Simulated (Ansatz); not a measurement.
C$_{2}$H$_{4}$BBrO, SMILES `BrB1CCO1`. Charge 0, multiplicity 1. The geometry is a stationary point of PBE0-D4/def2-TZVP.

```xyz
9

Br   -0.375    2.742    1.131
B    -0.042    0.966    0.529
C    -0.477    0.042   -0.666
C     0.451   -0.908    0.099
O     0.764    0.065    1.146
H    -1.524   -0.256   -0.706
H    -0.140    0.327   -1.661
H    -0.025   -1.783    0.544
H     1.368   -1.196   -0.417
```

**Question.** What is the dipole moment at r2SCAN/def2-TZVPP? (An estimate is asked.)

**Answer.** Computed: 2.60 D, with components (-0.41, -1.89, -1.74) D in this frame, pointing from negative to positive charge.

**Question.** And with PBE, B3LYP, ωB97M-V? (An estimate is asked.)

**Answer.** The calculation gave: PBE 2.48 D, B3LYP 2.59 D, ωB97M-V 2.62 D.

**Question.** Give the Mulliken charges with r2SCAN, B3LYP, ωB97M-V in def2-TZVPP. (An estimate is asked.)

**Answer.** Ansatz gave: 
```
atom  r2SCAN  B3LYP  ωB97M-V
 Br1   -0.07  -0.09    -0.07
  B2    0.21   0.22     0.19
  C3   -0.23  -0.29    -0.32
  C4    0.13   0.04     0.00
  O5   -0.29  -0.28    -0.27
  H6    0.07   0.11     0.12
  H7    0.07   0.11     0.12
  H8    0.05   0.10     0.11
  H9    0.05   0.10     0.11
```

B3LYP here is the variant with VWN-RPA as its local correlation; programs differ in this.
